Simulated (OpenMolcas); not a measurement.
Ag5+ (d6) among equal point charges was computed by CASSCF with the d shell active (OpenMolcas, ANO-RCC-VTZP on the metal). Its lowest spin-free states, and all those of the highest spin:

| 2S+1 | Degeneracy | E (cm-1) |
| --- | --- | --- |
| 5 | 1 | 0.0 |
| 5 | 2 | 2701 |
| 5 | 1 | 12118 |
| 5 | 1 | 15804 |
| 3 | 1 | 22408 |
| 3 | 2 | 22620 |
| 3 | 1 | 23183 |
| 3 | 2 | 24833 |
| 3 | 1 | 24965 |
| 3 | 1 | 25405 |
| 3 | 2 | 27036 |
| 3 | 2 | 28322 |

Task: Is the site octahedral, tetrahedral or cube-like, axial, or of lower symmetry?

Result: The states with 2S+1 = 5 have orbital degeneracies 1, 2, 1, 1. There are pairs but no triples, so the site is axial: not cubic, but with a proper or improper axis of order three or more. The run had Ag5+ among 4 point charges of -2.5 e arranged as a square (D4h), 2.11 Å from the ion.

Without dynamic correlation the repulsion within the d shell is too large (B by tens of per cent), so at a given field states of lower spin stand too high. Point charges give a weaker field than real ligands, and real ions of this kind are as a rule low spin; the high spin found here belongs to the model. Point charges carry no covalency, so the field is a model and not that of real ligands. No measured value stands beside these numbers.
